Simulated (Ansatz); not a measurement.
Species: CH₄BO, charge 0, multiplicity 2. It need not be the lowest isomer of its formula. SMILES: [BH]OC
Coordinates optimised at B3LYP-D3(BJ)/def2-TZVP (Ansatz, an electronic-structure program):
```xyz
7

B      1.3090     0.5021    -0.0785
O      0.2809    -0.1412     0.4428
C     -1.0137    -0.2606    -0.1760
H      1.3015     1.0731    -1.1379
H     -1.2277    -1.3194    -0.3137
H     -1.7523     0.1748     0.4953
H     -1.0308     0.2542    -1.1378
```
Charge 0, spin multiplicity 2.

Parts of the frozen-core correlation energy in cc-pwCVTZ (Ansatz, hartree). Frozen orbitals: 3; correlated occupied orbitals by spin: 9 and 8; virtual: 173 and 174. UHF or UKS for open shells. No spin-orbit coupling. Non-relativistic.

| term | value |
|---|---|
| reference (HF) | -139.76185 |
| MP2 opposite-spin | -0.38330 |
| MP2 same-spin | -0.11474 |
| CCSD correlation | -0.52216 |
| (T) | -0.01987 |
| T1 diagnostic | 0.016 |
| largest doubles amplitude | 0.024 |
| <S^2> of the reference | 0.755 |
